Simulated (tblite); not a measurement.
Compound: C11H9FO2S.
Atom-mapped SMILES: `[CH3:1][S:2](=[O:3])(=[O:4])[c:5]1[cH:6][cH:7][c:8]([F:9])[c:10]2[cH:11][cH:12][cH:13][cH:14][c:15]12` (hydrogens: H16, H17, H18 on C1; H19 on C6; H20 on C7; H21 on C11; H22 on C12; H23 on C13; H24 on C14)

Cartesian coordinates in Å at the GFN2-xTB level; atoms count from 1:
```
atom  x, y, z in Å
C1     2.8957    0.6443   -0.7690
S2     2.3991   -0.4896    0.5646
O3     2.4897    0.2116    1.8167
O4     3.1644   -1.6971    0.4224
C5     0.6894   -0.8642    0.1468
C6     0.4603   -2.0852   -0.4209
C7    -0.8225   -2.4383   -0.8594
C8    -1.8344   -1.5297   -0.7194
F9    -3.0682   -1.8505   -1.1544
C10   -1.6467   -0.2554   -0.1380
C11   -2.6974    0.6742   -0.0011
C12   -2.4674    1.8945    0.5705
C13   -1.1875    2.2250    1.0398
C14   -0.1466    1.3439    0.9206
C15   -0.3417    0.0837    0.3196
H16    2.2546    1.5157   -0.7473
H17    2.7999    0.1079   -1.7039
H18    3.9272    0.9245   -0.5950
H19    1.2869   -2.7709   -0.5202
H20   -1.0139   -3.4011   -1.3049
H21   -3.6807    0.4006   -0.3529
H22   -3.2721    2.6066    0.6731
H23   -1.0270    3.1863    1.5041
H24    0.8272    1.5830    1.3157
```

Computed geometry: GFN2-xTB, gas phase.

Take the most abundant isotopes and a rigid rotor. The values belong to one conformer with, in the numbering `[CH3:1][S:2](=[O:3])(=[O:4])[c:5]1[cH:6][cH:7][c:8]([F:9])[c:10]2[cH:11][cH:12][cH:13][cH:14][c:15]12`, C1–S2–C5–C6 103°.

Task: What are A, B and C (GHz)?

Result: Ia = 556.40, Ib = 1133.65, Ic = 1568.38 u·Å²; 505379 MHz·u·Å²/I gives 908.3, 445.8 and 322.2 MHz, that is A = 0.9083, B = 0.4458, C = 0.3222 GHz.

Task: Classify the top.

Result: An asymmetric top. Ray's parameter κ = (2B − A − C)/(A − C) = -0.578; −1 is the prolate and +1 the oblate limit.

Task: What does the inertial defect say?

Result: Not planar: Δ = Ic − Ia − Ib = -121.67 u·Å². For a rigid frame Δ = −2 Σ m c², so Σ m c² = 60.83 u·Å² lies off the ab plane: 11.98 from hydrogen and 48.85 from heavier atoms. The atom farthest from that plane is 2.28 Å away.

Task: Where do the levels up to J = 3 lie, in MHz?

Result: Above 0(0,0):
J = 1: 1(0,1) 768, 1(1,1) 1231, 1(1,0) 1354
J = 2: 2(0,2) 2282, 2(1,2) 2643, 2(1,1) 3014, 2(2,1) 4401, 2(2,0) 4423
J = 3: 3(0,3) 4504, 3(1,3) 4749, 3(1,2) 5488, 3(2,2) 6705, 3(2,1) 6809, 3(3,1) 9339, 3(3,0) 9342
Those of J = 1 are B + C, A + C and A + B.

Task: Estimate the classical rotational partition function at 200 K, 298.15 K and 500 K.

Result: Point group C1, symmetry number σ = 1; q = (√π/σ)·√((kT/h)³/(ABC)), k/h = 20836.6 MHz/K: 1320000 at 200 K, 2400000 at 298.15 K, 5220000 at 500 K.

Its GFN2-xTB frequencies are all real (lowest 50 cm⁻¹). These are rigid-rotor constants of the computed structure; measured ground-state constants (B0) also hold zero-point vibration.
